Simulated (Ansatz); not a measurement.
Consider the redistribution: `C=C([SiH3])[SeH]` + `OCB[SiH3]` → `[SiH3]B[SiH3]` + `C=C([SeH])CO`.

Calculated with Ansatz (gas phase, PBE0-D4/def2-TZVP geometries, no zero-point term in ΔE). CCSD(T)/CBS is the MP2 limit (def2-TZVPP, def2-QZVPP) plus CCSD(T) − MP2 in def2-TZVPP, frozen cores. Functionals use def2-TZVPP. B3LYP here is the variant with VWN-RPA as its local correlation; programs differ in this. For Se outer-core shells are correlated without core-valence functions, which leaves a few kJ/mol of doubt a bond. Scalar relativity is left out up to krypton. Each species was taken in one conformer, which may not be the lowest.

`C=C([SiH3])[SeH]`:

Cartesian coordinates in Å:
```
C 0.114 0.901 1.424
C 0.318 0.413 0.201
Si -0.772 -0.897 -0.552
Se 1.704 1.137 -0.892
H -0.707 0.535 2.032
H 0.738 1.673 1.866
H 0.071 -2.027 -1.027
H -1.507 -0.345 -1.719
H -1.733 -1.379 0.474
H 1.774 -0.011 -1.806
```

`OCB[SiH3]`:

```xyz
11

O    -0.393    0.942   -2.271
C     0.161    0.702   -0.996
B    -0.558   -0.392   -0.172
Si    0.083   -0.877    1.678
H     0.114    1.630   -2.706
H     0.176    1.616   -0.370
H     1.228    0.411   -1.054
H    -1.507   -0.961   -0.629
H     1.279   -0.106    2.121
H     0.426   -2.327    1.731
H    -1.009   -0.638    2.666
```

`[SiH3]B[SiH3]`:

```xyz
10

Si    1.776   -0.194    0.028
B    -0.151   -0.745    0.090
Si   -1.708    0.519    0.052
H     2.141   -0.232   -1.422
H     2.679   -1.135    0.748
H     2.033    1.185    0.526
H    -0.392   -1.917    0.030
H    -2.094    0.616   -1.389
H    -1.394    1.891    0.533
H    -2.889    0.011    0.804
```

`C=C([SeH])CO`:

Z-matrix (Å, degrees):
```
C
O 1 1.406
C 1 1.494 2 110.1
H 1 1.101 2 111.2 3 120.4
H 1 1.099 2 111.7 3 -120.4
H 2 0.959 1 108.4 3 173.7
Se 3 1.910 1 115.1 2 179.3
C 3 1.325 1 124.4 2 -5.6
H 7 1.471 3 95.4 1 -45.2
H 8 1.083 3 121.8 1 179.3
H 8 1.083 3 119.7 1 -0.8
```

| level | ΔE (kJ/mol) |
| --- | --- |
| PBE-D4 | 40.9 |
| PBE0-D4 | 39.5 |
| B3LYP-D4 | 45.7 |
| ωB97X-V | 40.1 |
| ωB97M-V | 46.3 |
| HF/def2-TZVPP | 41.7 |
| HF/def2-QZVPP | 42.7 |
| HF/CBS(def2) | 42.8 |

What does CCSD(T)/CBS give? (Estimate.)

The calculation gave: +42.0 kJ/mol. The listed levels differ from it by -1.1, -2.5, 3.7, -1.9, 4.3, -0.3, 0.7, 0.8 kJ/mol.

Largest T1 diagnostic among the species: 0.014.
